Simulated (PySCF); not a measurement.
## Field gradients at the hydrogen positions

Compound: C7H12O2Si.
SMILES with atom numbers: `[CH3:1][CH2:2][CH2:3][C@H:4]1[CH2:5][C:6](=[O:7])[SiH2:8][C:9]1=[O:10]` (hydrogens: H11, H12, H13 on C1; H14, H15 on C2; H16, H17 on C3; H18 on C4; H19, H20 on C5; H21, H22 on Si8)

Structure used (GFN2-xTB), in Å, numbered top down from 1:
```
atom  x, y, z in Å
C1    -2.800   -0.360   -0.462
C2    -1.719   -0.879    0.479
C3    -0.631    0.157    0.766
C4     0.178    0.581   -0.471
C5     1.255    1.589   -0.067
C6     2.389    0.876    0.647
O7     3.085    1.405    1.478
Si8    2.506   -0.932   -0.021
C9     0.881   -0.652   -1.020
O10    0.463   -1.299   -1.948
H11   -3.199    0.587   -0.102
H12   -3.617   -1.075   -0.524
H13   -2.405   -0.216   -1.464
H14   -1.271   -1.777    0.050
H15   -2.178   -1.159    1.430
H16    0.063   -0.247    1.511
H17   -1.093    1.049    1.195
H18   -0.494    1.002   -1.223
H19    0.855    2.397    0.548
H20    1.698    2.039   -0.961
H21    3.665   -1.142   -0.877
H22    2.359   -1.927    1.036
```

Level: PBE0/pcSseg-1 (PySCF, non-relativistic); Q(2H) = 0.00286 b; rigid geometry, the same for H and D, with no vibrational averaging.

Question: Rank these positions by the coupling χzz of a deuteron there, largest first.
A. H11 (methyl hydrogen)
B. H21 (Si–H hydrogen)
C. H20 (methylene hydrogen)

Answer: A (211 kHz), C (201 kHz), B (113 kHz).

Question: What are Vzz, η and χzz (234.96 MHz × Q × Vzz) at all hydrogens?

Answer: 
```csv
atom,bonded to,bond length (Å),Vzz (au),η,χzz (kHz)
H11,C1,1.088,0.3146,0.02,211
H12,C1,1.087,0.3169,0.02,213
H13,C1,1.086,0.3144,0.02,211
H14,C2,1.092,0.3006,0.04,202
H15,C2,1.093,0.3029,0.02,204
H16,C3,1.095,0.2974,0.05,200
H17,C3,1.093,0.3011,0.03,202
H18,C4,1.093,0.2984,0.02,201
H19,C5,1.092,0.3035,0.02,204
H20,C5,1.095,0.2996,0.01,201
H21,Si8,1.457,0.1675,0.02,113
H22,Si8,1.458,0.1673,0.02,112
```

Question: Average by the element that carries the hydrogen.

Answer: on C: 205 kHz over 10 positions, mean bond length 1.091 Å; on Si: 112 kHz over 2 positions, mean bond length 1.458 Å.

Question: How does χzz go with the bond length over the 10 C–H bonds?

Answer: A straight-line fit has a slope of -15.3 kHz for each 0.01 Å, with a correlation coefficient of -0.95, over lengths from 1.086 to 1.095 Å. The longer bonds have the smaller couplings here.

Question: Give the 2H NMR doublet splittings at H14 for a magnetic field along the z, y and x axes of the gradient: 3χ/2, 3χ(1 + η)/4, 3χ(1 − η)/4.

Answer: With |χ| = 202.0 kHz and η = 0.038: 303, 157 and 146 kHz, to first order and without motion.

The structure is a single GFN2-xTB conformer in the gas phase; no vibrational or solvent corrections. GFN2-xTB bond lengths can be off by several hundredths of an ångström, more for odd bonds, and the gradients follow them. These gradients aren't converged with respect to the basis.

The run behind these numbers computed NMR shieldings as well. On Intel Xeon at 2.50 GHz, one thread, shared host with 64 logical CPUs at a one-minute load of 63, this took 4.2 min wall, 2.8 min CPU and 0.99 GiB of memory at its peak.
